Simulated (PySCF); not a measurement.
C₃H₄BNO₂, SMILES C(C#N)B(O)C=O.

The structure is a stationary point at B3LYP-D3(BJ)/def2-SVP. This is a generated structure with no PubChem entry under its InChIKey; it may be hypothetical. One conformer was computed; it need not be the lowest.

Vertical ionisation energy (IE) and electron affinity (EA) in eV. Rows of orbital energies are one-electron estimates. Where ΔSCF, EOM or ADC give a negative EA the extra electron is unbound and the value depends on the basis.

| level | IE | EA |
|---|---|---|
| −ε(HOMO), −ε(LUMO), ωB97X/def2-TZVP (PySCF) | 10.33 | 0.52 |
| −ε(HOMO), −ε(LUMO), PBE/def2-TZVP (PySCF) | (withheld) | (withheld) |

Problem. Some entries are withheld; supply them. (Estimate from the structure and the level; the computed values follow.)

Solution. 
- −ε(HOMO), −ε(LUMO), PBE/def2-TZVP (PySCF), IE: 6.33
- −ε(HOMO), −ε(LUMO), PBE/def2-TZVP (PySCF), EA: 3.93
